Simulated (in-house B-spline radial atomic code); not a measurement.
Values are calculated unless marked as measured or tabulated.
**Building a PAW d channel for In, r_c = 1.11 bohr**

In, [Kr] 4d10 5s2 5p1, non-relativistic LDA (VWN5), spherical and spin-unpolarised, from an all-electron radial atomic-structure program (B-spline basis) (atomic units; all potentials screened as in the neutral atom).

Two all-electron partial waves φ1, φ2 are integrated outwards at E1 = ε(4d) = -0.730481 and E2 = E1 + 1 hartree; φ1 is the bound orbital and φ2 has unit norm inside r_c = 1.107 bohr. Smooth partners are polynomials, r^3(a0 + a1 r² + a2 r⁴ + a3 r⁶), matched to φ and three derivatives at r_c, with no condition on the norm. The local potential is -30.8984 + (58.8109) r² + (-47.3376) r⁴ + (14.2141) r⁶ inside 0.9063 bohr and the all-electron one outside.

```
wave     φ(r_c)     φ'(r_c)        a0         a1        a2          a3
   1  0.9430253  -0.5034716  4.851464  -6.932365  3.842049  -0.7774695
   2   1.033232   -2.067206  7.643714  -11.59332  6.494914   -1.319727
```

Inside r_c the overlaps are <φi φj> = [[0.51562, 0.71461], [0.71461, 1.00000]] and, for the smooth waves, [[0.45150, 0.61213], [0.61213, 0.83666]]. With χj = (Ej − T − V_local) applied to smooth wave j, the program's quadrature gives the matrix B_ij = <smooth i, χj> as [[0.38608, 0.51467], [0.61715, 0.84097]].

**Question.** Check the match of the first wave, and find the augmentation charges q_ij.

**Answer.** At r_c the four terms are 6.58136, -11.52443, 7.82702, -1.94094, which sum to 0.9430, φ1(r_c) to rounding. q_ij is the all-electron overlap less the smooth one: [[0.06412, 0.10248], [0.10248, 0.16334]]. The smooth first wave has a norm of 0.4515 inside r_c against 0.5156, and q11 > 0 puts back the missing charge.

**Question.** B isn't symmetric. Show that D_ij = B_ij + Ej q_ij is.

**Answer.** Integrating by parts gives B12 − B21 = (E1 − E2) q12: 0.51467 − (0.61715) = -0.10248, and −1 × (0.10248) = -0.10248. So D12 = 0.51467 + (0.269519)(0.10248) = 0.54229 and D21 = 0.61715 + (-0.730481)(0.10248) = 0.54229; D11 = 0.33924, D22 = 0.88500. The projectors, p = (B⁻¹)ᵀ χ, are dual to the smooth waves; det B = 0.0071, small beside B11 B22, as the two smooth waves look alike inside r_c.

Solving (T + V_local + Σ p D p) ψ = E (1 + Σ p q p) ψ in a sphere of 9 bohr gives these levels:

```
all-electron  one projector  two projectors
   -0.730481      -0.730481       -0.730481
    0.085569       0.085353        0.085569
    0.338202       0.337132        0.338202
    0.746444       0.742963        0.746444
    1.299960       1.290600        1.299960
```

**Question.** What does the second projector gain?

**Answer.** With one projector the errors are 0.00, -0.22, -1.07, -3.48, -9.36 millihartree. With two the errors are 0.00, 0.00, 0.00, 0.00, 0.00 millihartree. The scattering is exact at E1 and at E2 = 0.270, and over all levels compared the largest error is under 0.01 millihartree. The lowest eigenvalue of the overlap operator is 1 with one and 0.962 with two projectors. The smooth orbital alone needs a cutoff of 48 hartree for 1 millihartree of kinetic energy, against 43.1 for a norm-conserving Troullier-Martins orbital of the same radius.
